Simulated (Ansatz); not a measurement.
Gas-phase electronic energies from Ansatz, PBE0-D4/def2-TZVP geometries. CCSD(T)/CBS is the MP2 limit (def2-TZVPP, def2-QZVPP) plus CCSD(T) − MP2 in def2-TZVPP, frozen cores. Functionals use def2-TZVPP. For Zn outer-core shells are correlated without core-valence functions, which leaves a few kJ/mol of doubt a bond. Scalar relativity is left out up to krypton. Each species was taken in one conformer, which may not be the lowest.

Reaction (isomerisation): `C[C](=S)[ZnH]` → `[CH3][Zn][CH]=S`

```csv
level,ΔE (kJ/mol)
r2SCAN0-D4,4.0
BHLYP-D4,2.0
revPBE,-3.4
r2SCAN,3.9
r2SCANh,3.6
MP2/def2-SVP,0.9
HF/def2-TZVPP,1.7
MP2/def2-TZVPP,-7.6
```

(1) What does CCSD(T)/CBS give? (An estimate is asked.)

Largest T1 diagnostic among the species: 0.019.

Results:

(1) The calculation gave: -7.2 kJ/mol. The listed levels differ from it by 11.2, 9.2, 3.8, 11.1, 10.8, 8.1, 8.9, -0.4 kJ/mol.

The D4 term adds +5.2 kJ/mol with B3LYP and +2.6 kJ/mol with PBE0; it sums over pairs of atoms, weighted by their polarisabilities, and B3LYP, whose exchange is more repulsive, gets the larger term. From BLYP to BHLYP (50 % exact exchange), in def2-TZVPP and without D4, ΔE moves by +4.3 kJ/mol. In def2-TZVPP, CCSD(T) changes the Hartree–Fock value by −7.6 kJ/mol (the triples alone add +0.8 kJ/mol) and MP2 by −9.3 kJ/mol.

CCSD(T)/CBS has its own doubt, a few kJ/mol and more with outer-core shells, so smaller differences from it don't rank the levels.

B3LYP here is the variant with VWN-RPA as its local correlation; programs differ in this.
